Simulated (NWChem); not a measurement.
Isomers of CH$_{6}$OSi$_{2}$, each optimised at B3LYP/6-31G* with NWChem, gas phase unless a solvent is named. Flexible species stand in one conformer each, which need not be the lowest. Pople sets run with spherical d functions. Low-valent species are run as closed-shell singlets; no triplet was tried in these runs. Relative energies count from the lowest isomer at each level and are electronic, without zero-point energy, on those geometries.

A: [SiH3][Si]OC
B: C1O[SiH2][SiH2]1
C: [SiH3]C(=O)[SiH3]
D: O=C[SiH2][SiH3]

```tsv
quantity	A	B	C	D
relative energy, PBE/def2-SVP (kcal/mol)	12.3	0.0	___	15.3
relative energy, PBE0/def2-SVP (kcal/mol)	14.9	0.0	___	18.5
SMD solvation free energy in water, B3LYP/6-31G* (kcal/mol)	-0.2	-0.4	___	0.7
```

### Question
Fill in the missing entries.

### Answer

- relative energy, PBE/def2-SVP (kcal/mol), C: 22.3
- relative energy, PBE0/def2-SVP (kcal/mol), C: 25.9
- SMD solvation free energy in water, B3LYP/6-31G* (kcal/mol), C: 1.4
